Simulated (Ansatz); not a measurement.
Relaxation of CH₆FOPSi (11 atoms, charge 0, multiplicity 1), to a largest force component of 0.02 eV/Å in at most 50 steps.

Level of theory: RKS PBE0/cc-pVDZ in Ansatz.

```xyz
11
Properties=species:S:1:pos:R:3:forces:R:3
C -1.489 0.865 -0.498 -2.42 2.73 -1.17
O -0.638 -0.177 -0.373 0.09 -1.45 0.06
Si 0.872 0.158 0.145 1.54 -1.25 -0.39
F 0.873 1.114 1.441 -0.22 0.74 1.00
P 1.852 -1.760 0.702 0.74 0.25 1.53
H -2.487 0.531 -0.885 0.60 -0.01 0.17
H -1.704 1.395 0.459 0.20 -0.18 -0.18
H -1.132 1.663 -1.242 -0.23 -0.75 0.70
H 1.674 0.856 -0.868 0.11 0.36 -0.40
H 1.462 -2.475 -0.407 -0.51 -0.56 -1.12
H 0.782 -2.228 1.548 0.09 0.13 -0.20
```

Question: Where does it end, and by what steps?

Answer: It converged. After 8 steps the energy has fallen by 0.317 eV; O2 moved furthest, 0.28 Å.

```csv
step,energy less start (eV),largest force component (eV/Å),accepted
0,0.0000,2.726,yes
1,-0.2293,1.279,yes
2,-0.2936,0.432,yes
3,-0.3079,0.232,yes
4,-0.3138,0.073,yes
5,-0.3151,0.050,yes
6,-0.3164,0.051,yes
7,-0.3169,0.051,yes
8,-0.3173,0.018,yes
```

```xyz
11
Properties=species:S:1:pos:R:3
C -1.550 0.913 -0.528
O -0.693 -0.132 -0.102
Si 0.920 0.125 0.243
F 1.032 1.106 1.565
P 1.918 -1.826 0.734
H -2.479 0.458 -0.900
H -1.797 1.593 0.305
H -1.101 1.506 -1.346
H 1.577 0.869 -0.876
H 1.483 -2.386 -0.512
H 0.755 -2.283 1.438
```

The run took 24 s on 2 threads of AMD EPYC 9R14 (Zen 4), on a shared host, peak memory 0.27 GiB.
